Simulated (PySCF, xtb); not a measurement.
Dissociation curve of AgCl, singlet. Each curve is given relative to its own lowest point near equilibrium.

```
R / Å      A      B      C      D
-----  -----  -----  -----  -----
1.73   123.0  103.1  146.0  101.8
1.82    66.9   62.1   92.1   61.1
1.94    27.3   28.2   46.3   27.7
2.04    11.1   12.4   23.6   12.1
2.15     2.8    3.4    9.2    3.2
2.21     0.8    1.1    4.6    1.0
2.29     0.0    0.0    1.1    0.0
2.35     0.4    0.3    0.0    0.4
2.43     2.0    1.8    0.0    2.1
2.53     5.1    4.9    1.6    5.4
2.66    10.4   10.1    5.5   10.9
2.83    18.6   17.9   12.0   19.1
3.09    31.8   30.0   22.5   32.0
3.42    46.6   44.2   34.1   46.8
3.78    57.9   57.1   42.5   60.3
4.11       —   66.5   47.4   70.3
4.57       —   76.0   51.7   81.3
5.05       —      —   54.4   89.8
5.55       —      —   56.0   96.5
6.20       —      —   57.3  102.7
6.82       —      —   58.0  106.9
8.05       —      —   58.7  112.7
9.20       —      —   59.0  116.3
```

Energies in kcal/mol.

**Question.** Assign the columns to these levels of theory: xtb with GFN1-xTB; CCSD on RHF/def2-TZVP, 5 core orbitals frozen, def2 effective core potentials past Kr in PySCF; PySCF with restricted wB97X-V/def2-TZVP, def2 effective core potentials past Kr; unrestricted B3LYP/LANL2DZ, with its core potentials past Ne (PySCF 2.14.0).

**Answer.** A is GFN1-xTB; B is RCCSD; C is UKS-B3LYP/LANL2DZ; D is RKS-wB97X-V.

A dash means that the run gave no value there, or that the column was ended at a point which the program doubted or which failed a test of continuity chosen for this set; such a test can also cut sound points.

The T1 diagnostic of CCSD on the restricted reference of RCCSD exceeds 0.045 at 4.11 to 9.20 Å. At the longest distance RKS-wB97X-V leaves fractional charges on the fragments, a sign of delocalisation error or of the restricted form. The restricted form behind RKS-wB97X-V keeps the bonding electrons paired and can't separate into open-shell fragments. The unrestricted determinant behind UKS-B3LYP/LANL2DZ is spin-contaminated at 3.42 to 9.20 Å (<S²> up to 0.8, against 0.00 for a pure singlet).
